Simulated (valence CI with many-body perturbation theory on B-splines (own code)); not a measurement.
# E1 line list for W IV

Calculated by relativistic CI+MBPT: three valence electrons over a frozen Dirac-Fock core [Xe] 4f14, radial functions for each j: 7 s, 7 p, 8 d, 6 f, 4 g, 1 h, with the one-electron correlation potential Σ1, the two-electron term Σ2, the three-electron term Σ3, Breit, model QED; selected CI, second order for the rest, scaled by the run's own slope (own B-spline code, finite nucleus).

Set against measurement, 62 paired levels are off by 1221 cm⁻¹ on average, the worst by 2923. These come from a selection out of J. Phys. B 45, 035001 (2012). Levels without a partner in it may be off by more, other configurations by 1,000 to 8,000 cm⁻¹. 7 measured levels below the end of the list, from 46088 cm⁻¹ on, found no clear computed partner, and computed levels of the same name lie up to 1232 cm⁻¹ from them.

Lines 51 to 100 of 551 in falling wavelength, among levels below 202457 cm⁻¹, chosen from the strongest by gf and those to the six lowest levels. Wavelengths and rates use the calculated energies, so an error of 1000 cm⁻¹ moves a line at 5253 Å by 5.3 % and its rate by three times that or more. Electric multipoles are in the length gauge, E1 and E2 with the static RPA response of the core. Weak lines are less certain than strong ones. Lines between different terms over intervals too small for the method are left out, as are lines whose strength nearly cancels. Where a level lies close to another of its J and parity, the split of strength between their lines is uncertain. The highest levels of a list are the least certain.

Names give the largest LS component (configuration and term), which can be under half, so a name can repeat, a term be missing and a line seem to break the LS rules; names also repeat where a configuration has a term twice. Letters in brackets count levels of one name in rising energy.

```tsv
λ vac (Å)	Upper	Lower	A (s⁻¹)	S (a.u.) with core polarisation	S without
5253	5d²7p ⁴D°_5/2 [a]	5d²7s ²F_5/2	3.12e+07	1.34e+01	1.39e+01
5241	5d²7p ⁴G°_7/2 [b]	5d²6d ²H_9/2 [a]	1.51e+07	8.60e+00	8.71e+00
5183	5d²5f ²I°_11/2	5d²6d ⁴G_9/2	1.11e+07	9.15e+00	9.54e+00
5127	5d²7p ⁴D°_5/2 [a]	5d²7s ⁴F_7/2	3.89e+07	1.55e+01	1.61e+01
5090	5d²7p ⁴G°_9/2	5d²7s ⁴F_9/2	2.94e+07	1.91e+01	1.98e+01
5089	5d²7p ⁴G°_7/2 [b]	5d²7s ²F_5/2	3.98e+07	2.07e+01	2.15e+01
5055	5d²7p ⁴F°_7/2	5d²6d ²G_9/2 [a]	3.56e+07	1.81e+01	1.86e+01
4971	5d²7p ⁴G°_7/2 [b]	5d²7s ⁴F_7/2	4.61e+07	2.24e+01	2.32e+01
4884	5d²5f ⁴G°_11/2	5d²6d ⁴G_11/2	1.79e+07	1.23e+01	1.30e+01
4824	5d²7p ⁴G°_5/2	5d²6d ⁴H_7/2	7.36e+07	2.45e+01	2.48e+01
4795	5d²7p ⁴F°_5/2 [b]	5d²7s ⁴F_7/2	4.52e+07	1.47e+01	1.53e+01
4794	5d²7p ⁴F°_7/2	5d²6d ⁴P_5/2 [a]	2.63e+07	1.14e+01	1.17e+01
4774	5d²5f ⁴S°_3/2	5d²6d ⁴P_5/2 [a]	3.00e+07	6.45e+00	6.75e+00
4762	5d²7p ⁴G°_7/2 [b]	5d²6d ⁴G_9/2	3.33e+07	1.42e+01	1.43e+01
4759	5d²7p ⁴F°_5/2 [b]	5d²6d ⁴P_3/2 [a]	4.26e+07	1.36e+01	1.39e+01
4732	5d²5f ⁴G°_5/2	5d²7s ⁴F_3/2	4.77e+07	1.50e+01	1.55e+01
4608	5d²5f ⁴F°_7/2 [b]	5d²6d ²H_9/2 [a]	1.78e+07	6.89e+00	6.91e+00
4555	5d²5f ⁴F°_3/2 [b]	5d²7s ⁴F_5/2	4.12e+07	7.69e+00	7.97e+00
4490	5d²5f ⁴F°_7/2 [b]	5d²7s ²F_5/2	2.10e+07	7.50e+00	7.73e+00
4465	5d²7p ⁴G°_7/2 [b]	5d²6d ²F_7/2 [a]	7.22e+07	2.54e+01	2.59e+01
4461	5d²7p ⁴D°_5/2 [b]	5d²6d ⁴D_7/2 [a]	5.09e+07	1.34e+01	1.35e+01
4441	5d²7p ²F°_7/2	5d²6d ⁴D_7/2 [a]	1.91e+07	6.59e+00	6.65e+00
4398	5d²5f ⁴F°_7/2 [b]	5d²7s ⁴F_7/2	2.32e+07	7.79e+00	8.07e+00
4391	5d²5f ⁴G°_7/2	5d²6d ⁴H_9/2	3.26e+07	1.09e+01	1.10e+01
4358	5d²7p ⁴F°_5/2 [a]	5d²6d ⁴G_7/2	5.46e+07	1.34e+01	1.34e+01
4358	5d²5f ⁴G°_5/2	5d²6d ⁴H_7/2	3.37e+07	8.25e+00	8.28e+00
4345	5d²5f ⁴G°_9/2	5d²7s ⁴F_7/2	5.98e+07	2.42e+01	2.51e+01
4341	5d²7p ⁴F°_5/2 [a]	5d²7s ⁴F_5/2	3.29e+07	7.96e+00	8.36e+00
4338	5d²7p ⁴D°_3/2	5d²7s ⁴F_5/2	7.40e+07	1.19e+01	1.22e+01
4327	5d²5f ⁴G°_9/2	5d²6d ⁴H_11/2	4.33e+07	1.73e+01	1.74e+01
4323	5d²7p ⁴F°_5/2 [b]	5d²6d ²F_7/2 [a]	4.20e+07	1.01e+01	1.03e+01
4312	5d²5f ⁴G°_7/2	5d²7s ⁴F_5/2	1.94e+07	6.13e+00	6.32e+00
4312	5d²7p ²F°_7/2	5d²6d ²H_9/2 [a]	3.25e+07	1.03e+01	1.03e+01
4299	5d²7p ⁴F°_5/2 [a]	5d²6d ⁴G_5/2 [b]	5.47e+07	1.29e+01	1.31e+01
4278	5d²7p ⁴G°_7/2 [a]	5d²6d ⁴H_9/2	1.02e+08	3.15e+01	3.16e+01
4256	5d²5f ⁴G°_5/2	5d²6d ⁴G_5/2 [a]	9.70e+07	2.21e+01	2.28e+01
4226	5d²7p ⁴D°_5/2 [b]	5d²7s ²F_5/2	6.13e+07	1.37e+01	1.42e+01
4219	5d²7p ⁴G°_7/2 [a]	5d²6d ⁴G_7/2	3.39e+07	1.01e+01	1.02e+01
4208	5d²7p ²F°_7/2	5d²7s ²F_5/2	2.65e+07	7.79e+00	8.00e+00
4202	5d²7p ⁴G°_7/2 [a]	5d²7s ⁴F_5/2	1.36e+08	4.00e+01	4.13e+01
4192	5d²7p ⁴F°_5/2 [a]	5d²7s ⁴F_3/2	5.05e+07	1.10e+01	1.14e+01
4189	5d²7p ⁴D°_3/2	5d²7s ⁴F_3/2	1.16e+08	1.68e+01	1.74e+01
4180	5d²7p ²D°_3/2	5d²7s ²F_5/2	9.19e+07	1.32e+01	1.37e+01
4171	5d²7p ⁴F°_7/2	5d²6d ²H_9/2 [a]	2.76e+07	7.92e+00	7.99e+00
4163	5d²7p ⁴G°_7/2 [a]	5d²6d ⁴G_5/2 [b]	3.32e+07	9.46e+00	9.84e+00
4149	5d²7p ⁴D°_1/2	5d²6d ⁴D_3/2	8.59e+07	6.06e+00	6.14e+00
4145	5d²5f ²P°_3/2	5d²7s ²F_5/2	4.89e+07	6.88e+00	7.11e+00
4127	5d²7p ²F°_7/2	5d²7s ⁴F_7/2	4.47e+07	1.24e+01	1.28e+01
4105	5d²7p ⁴G°_9/2	5d²7s ⁴F_7/2	1.19e+08	4.06e+01	4.20e+01
4099	5d²5f ⁴F°_3/2 [b]	5d²6d ²P_1/2 [a]	9.03e+07	1.23e+01	1.26e+01
```
